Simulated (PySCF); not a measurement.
**MH3- across the 3d metals**

Level: PBE0, basis family def2-TZVPD, no relativity.

Each entry is the lowest minimum that a search over a few typed start shapes (and spin states, where more than one is plausible) found, or that minimum re-optimised at the stated level; isomers with ligand–ligand bonds, or fragments after loss of a ligand pair, can lie lower. Open shells are unrestricted; no spin–orbit coupling; PySCF with density fitting.

```csv
molecule,2S+1,point group,mean bond to the central atom (Å),dipole (D),polar-tensor charge of the central atom,distinct angles (°)
MnH₃⁻,6,D3h,1.768,0.00,0.63,120
FeH₃⁻,?,?,?,?,?,?
CoH₃⁻,4,C3v,1.658,0.85,0.53,119
CuH₃⁻,2,C2v,1.579,0.92,0.11,99/163
ZnH₃⁻,1,D3h,1.650,0.00,0.59,120
```

(1) Fill in the row of FeH₃⁻.

Results:

(1) 2S+1: 5; point group: D3h; mean bond to the central atom (Å): 1.704; dipole (D): 0.00; polar-tensor charge of the central atom: 0.50; distinct angles (°): 120.

The bond length does not run in one direction; the largest change, -0.079 Å, falls between CoH₃⁻ and CuH₃⁻ among the members listed.

The shape changes along the series: D3h for MnH₃⁻ and FeH₃⁻; C3v for CoH₃⁻; C2v for CuH₃⁻; D3h for ZnH₃⁻.

Left out of the table are members whose search was unfinished or whose lowest solution was spin-contaminated, unstable, very soft or bonded differently.

Open d and f shells are single-determinant solutions and may miss the true ground state.
